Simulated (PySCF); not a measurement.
# Spinor energies of Dy²⁺ (dysprosium, charge +2)

Start: [Xe] 4f10; 4f5/2 filled at m_j = -5/2, -3/2, -1/2, +1/2, +3/2, +5/2; 4f7/2 filled at m_j = +1/2, +3/2, +5/2, +7/2. Calculated with PySCF 2.14 in x2c-TZVPall-2c: generalised Hartree-Fock with the X2C-1e Hamiltonian and a Gaussian nucleus; one run each with spin-orbit coupling (SO) switched off, then screened by Boettger's factors.

```tsv
spinor shell	electrons	ε, spin-free (eV)	ε, screened SO (eV)	weight of nominal j (screened SO)	rms radius, screened SO (bohr)
1s1/2	2	-54072.7	-54061.5	1.000	0.0240
2s1/2	2	-9140.2	-9136.7	1.000	0.0971
2p1/2	2	-8107.3	-8672.7	1.000	0.0830
2p3/2	4	-8107.3	-7867.6	1.000	0.0896
3s1/2	2	-2097.3	-2096.1	1.000	0.250
3p1/2	2	-1773.9	-1893.7	1.000	0.241
3p3/2	4	-1773.9	-1722.3	1.000	0.255
3d3/2	4	-1356.2	-1378.5	0.999	0.228
3d5/2	6	-1356.2	-1340.3	0.999	0.231
4s1/2	2	-450.18	-449.83	1.000	0.564
4p1/2	2	-341.24	-369.36	0.994	0.579
4p3/2	4	-341.24	-328.97	0.997	0.609
4d3/2	4	-189.65	-197.18	0.889	0.655
4d5/2	6	-189.65	-184.35	0.926	0.664
5s1/2	2	-73.209	-73.156	1.000	1.41
5p1/2	2	-45.065	-48.975	0.977	1.58
5p3/2	4	-45.065	-43.380	0.989	1.70
4f5/2	6	-27.556	-27.683	0.718	0.942
4f7/2	4	-27.556	-27.237	0.714	0.949
```

| quantity | spin-free | screened SO |
| --- | --- | --- |
| E (hartree) | -12147.93877 | -12156.90675 |
| M_J | 8 | 8 |
| ⟨J²⟩ | 72.009 | 72.008 |
| ⟨L²⟩ | 42.002 | 42.743 |
| ⟨S²⟩ | 6.007 | 5.899 |

Each row is a mean over spinors that exchange with the open shell spreads, by up to 14.785 eV (4d5/2).

Rows whose weight is well below 1 are mixtures of j = l ± 1/2: exchange outweighs spin-orbit coupling there, and the label is only the starting occupation.

Breit and QED terms are absent; they matter most for the inner s and p1/2 levels.

Densities and radii are taken from the X2C orbitals without a picture-change correction, which distorts them close to the nucleus.

Without spin-orbit coupling the j labels of p, d and f shells carry no meaning; the spin-free column gives the mean over the occupied spinors of each nl shell.
